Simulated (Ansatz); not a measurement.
GePH7, singlet: a pair in one relaxed arrangement.

in.yaml

```yaml
crystal:
  periodic: [false, false, false]
  atoms:
    - {symbol: Ge, position_ang: [0.025804, -0.075934, -1.912152]}
    - {symbol: H, position_ang: [0.438559, -0.261422, -3.380936]}
    - {symbol: H, position_ang: [-0.092992, 1.421061, -1.602220]}
    - {symbol: H, position_ang: [1.099255, -0.702715, -1.010230]}
    - {symbol: H, position_ang: [-1.319526, -0.769129, -1.668252]}
    - {symbol: P, position_ang: [-0.356907, 0.180523, 1.919249]}
    - {symbol: H, position_ang: [0.153765, -1.090468, 2.290411]}
    - {symbol: H, position_ang: [-0.832044, 0.464882, 3.226468]}
    - {symbol: H, position_ang: [0.884187, 0.833301, 2.137562]}
basis:
  gaussian: {orbitals: 6-31G}
hamiltonian: {xc: {name: B3LYP}, dispersion: d4}
```

Command:

```bash
ansatz run in.yaml --threads 4 --pin off --events-out ev --progress --plain --max-ram 9574MiB
```

The run's output (Ansatz 0.2.0):

```
Functional definition: B3LYP
  name "B3LYP"
  cite "Stephens, Devlin, Chabalowski & Frisch, J. Phys. Chem. 98, 11623 (1994) doi:10.1021/j100096a001"
  cite "Becke, Phys. Rev. A 38, 3098 (1988) doi:10.1103/PhysRevA.38.3098"
  cite "Lee, Yang & Parr, Phys. Rev. B 37, 785 (1988) doi:10.1103/PhysRevB.37.785"
  cite "Vosko, Wilk & Nusair, Can. J. Phys. 58, 1200 (1980) doi:10.1139/p80-159"
  parameter a0 = 0.2
  parameter ax = 0.72
  parameter ac = 0.81
  exchange = (1 - a0 - ax)*slater_x + ax*b88_x + a0*exact_x
  correlation = (1 - ac)*vwn_rpa_c + ac*lyp_c
614 factors; integrals over basis functions are off by at most 4.4e-4 eV
mean field evaluation 1: about -65910.2837 eV, gradient 1.4e1 eV
mean field evaluation 2: about -65910.5230 eV, gradient 1.1e1 eV
mean field evaluation 4: about -65910.7425 eV, gradient 1.7e-1 eV
mean field evaluation 8: about -65910.8075 eV, gradient 4.2e-3 eV
mean field -65910.80749310 eV, -2422.1774994215 hartree, gradient 7.8e-5 eV, S^2 0.000000; 0 other end points of the search recorded, 0 dependent functions left out
reference -65910.80776665 eV, -2422.1775094743 hartree; 27, 27 occupied and 29, 29 virtual orbitals, 614 factors
Total energy: -65910.99720100 eV, -2422.1844710582 hartree
```

The run took about 0.6 s on 4 CPU threads of an Arm Neoverse V1 (shared host).
